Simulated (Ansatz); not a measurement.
Reaction (ligand exchange at the Hf–O bond): `C[NH][Hf]([OH])([NH]C)[NH]C` + CH₃NH₂ → `C[NH][Hf]([NH]C)([NH]C)[NH]C` + H₂O

Program: Ansatz. Geometries: PBE0-D4/def2-TZVP. ΔE: electronic, gas phase. CBS: MP2 limit from def2 TZ/QZ plus the TZ coupled-cluster correction, frozen cores. This one scheme is used for every species. DFT in def2-TZVPP. B3LYP here is the variant with VWN-RPA as its local correlation; programs differ in this. def2 core potentials past Kr. For Hf outer-core shells are correlated without core-valence functions, which leaves a few kJ/mol of doubt a bond. One conformer a species, not always the lowest.

```
           level  ΔE (kJ/mol)  difference from CCSD(T)/CBS
     LDA (SPW92)         69.3                          2.7
       r2SCAN-D4         72.9                          6.3
    CAM-B3LYP-D4         77.8                         11.2
         ωB97X-V         75.5                          8.9
        PBE-QIDH         71.5                          4.9
            BLYP         82.8                         16.2
           B3LYP         82.3                         15.7
         r2SCANh         75.7                          9.1
         r2SCAN0         75.8                          9.2
       CAM-B3LYP         84.5                         17.9
     HF/def2-SVP         94.2                         27.6
    MP2/def2-SVP         77.1                         10.5
CCSD(T)/def2-SVP         76.8                         10.2
  MP2/def2-TZVPP         65.2                         -1.4
 CCSD/def2-TZVPP         69.8                          3.2
   MP2/CBS(def2)         65.5                         -1.1
     CCSD(T)/CBS         66.6                            0
```

Largest T1 diagnostic among the species: 0.014.

In def2-TZVPP, CCSD(T) changes the Hartree–Fock value by −22.3 kJ/mol (the triples alone add −3.5 kJ/mol) and MP2 by −23.5 kJ/mol. At CCSD(T), def2-SVP lies +10.1 kJ/mol from the extrapolated value and def2-TZVPP −0.2 kJ/mol.
